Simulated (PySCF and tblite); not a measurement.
Results of a calculation; reference values are marked as such.
C6H11NO, numbered as in [CH2:1]=[CH:2][CH2:3]/[N:4]=[C:5](/[CH3:6])[O:7][CH3:8].

The ensemble was built from 150 distance-geometry starts (ETKDG and KDG, MMFF94s, GFN2-xTB) and rests on GFN2-xTB geometries. Weights use PBE0-D3(BJ)/pcSseg-1 energies plus GFN2-xTB zero-point and thermal terms (modes under about 100 cm⁻¹ blended into free rotors). Symmetry numbers and mirror images are counted. Conformers within 2.5 kcal/mol (GFN2-xTB free energy) were kept, 5 at most. Run with PySCF (density fitting) and tblite.

Torsions listed: C1–C2–C3–N4, C2–C3–N4–C5, N4–C5–O7–C8. Of a mirror pair one member is shown.

```tsv
conformer	shape	symmetry	dipole D
1	120°, 79°, 177°	C1 (pair)	3.29
2	0°, 180°, 180°	Cs	3.64
3	136°, -144°, 177°	C1 (pair)	3.25
4	2°, 81°, 179°	C1 (pair)	3.10
5	-124°, 79°, 179°	C1 (pair)	3.15
```

Question: Which of these conformers is the most populated at 298.15 K, and with what share?

Answer: Conformer 2, about 66 %.

Question: Give the DFT energies and free energies relative to the lowest, and all weights.

Answer: 
```json
{"conformer": "1", "shape": "120°, 79°, 177°", "E(DFT) kcal/mol": "1.47", "G(298.15 K) kcal/mol": "1.74", "weight %": "3.5"}
{"conformer": "2", "shape": "0°, 180°, 180°", "E(DFT) kcal/mol": "0.00", "G(298.15 K) kcal/mol": "0.00", "weight %": "65.9"}
{"conformer": "3", "shape": "136°, -144°, 177°", "E(DFT) kcal/mol": "1.17", "G(298.15 K) kcal/mol": "0.85", "weight %": "15.6"}
{"conformer": "4", "shape": "2°, 81°, 179°", "E(DFT) kcal/mol": "0.93", "G(298.15 K) kcal/mol": "1.10", "weight %": "10.3"}
{"conformer": "5", "shape": "-124°, 79°, 179°", "E(DFT) kcal/mol": "1.39", "G(298.15 K) kcal/mol": "1.56", "weight %": "4.7"}
```

Question: How does its share change from 250 K to 350 K?

Answer: From 74 % to 59 %; the mixing entropy goes from 2.09 to 2.95 cal/(mol K).
